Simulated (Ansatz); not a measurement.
Job for Ansatz (a first-principles code): R-PBE/def2-TZVPPD on C2H7NSi (a complex), monomers drawn apart or pushed together. Files ending in .json are basis or fitting sets from the Basis Set Exchange.

Ansatz 0.2 input:
```yaml
crystal:
  periodic: [false, false, false]
  atoms:
    - {symbol: Si, position_ang: [0.18319018, 0.13841816, 0.10814634]}
    - {symbol: H, position_ang: [-0.21476420, 0.16738880, -1.31923529]}
    - {symbol: H, position_ang: [-0.23661418, -1.15587201, 0.69274846]}
    - {symbol: H, position_ang: [-0.51448566, 1.23481046, 0.81859879]}
    - {symbol: H, position_ang: [1.64530193, 0.30294759, 0.22479007]}
    - {symbol: C, position_ang: [-1.46077296, -0.12404951, 4.34434112]}
    - {symbol: C, position_ang: [-0.01579971, -0.04368879, 4.21101841]}
    - {symbol: N, position_ang: [1.12583406, 0.02001493, 4.09295936]}
    - {symbol: H, position_ang: [-1.89865974, 0.87162818, 4.27359912]}
    - {symbol: H, position_ang: [-1.87149841, -0.74511201, 3.54809236]}
    - {symbol: H, position_ang: [-1.72733463, -0.56033413, 5.30701213]}
basis:
  gaussian:
    orbitals: def2-TZVPPD.json
hamiltonian:
  xc: {name: PBE}
scf: {lower_state_search: off}
```

Program output:

```
WARN ansatz: RAYON_NUM_THREADS=2 ignored (pool sized by the plan → 2); use --threads N
Functional definition: PBE
these checks for a lower state are left out or cut short: stability, starts, cluster_reference, orbital_swaps, neighbouring_geometries, increment
integrals: 0.19 GiB planned
1245 factors; their error is unknown
mean field: 1.42 GiB planned
mean field evaluation 1: about -11538.3895 eV, gradient 6.3e1 eV
mean field evaluation 2: about -11527.7254 eV, gradient 8.9e1 eV
mean field evaluation 4: about -11547.3553 eV, gradient 5.4e0 eV
mean field evaluation 8: about -11547.4292 eV, gradient 7.7e-2 eV
mean field evaluation 16: about -11547.3950 eV, gradient 7.6e-5 eV
mean field -11547.39503218 eV, -424.3589403273 hartree, gradient 6.2e-7 eV, S^2 0.000000; 0 other end points of the search recorded, 0 dependent functions left out
reference -11547.39508336 eV, -424.3589422081 hartree; 20, 20 occupied and 258, 258 virtual orbitals, 1245 factors
Total energy: -11547.39508336 eV, -424.3589422081 hartree
Checks for a lower state left out: stability, starts, cluster_reference, orbital_swaps, neighbouring_geometries, increment
```

The run converged.

Cost: about 4 core-seconds (a rough figure).
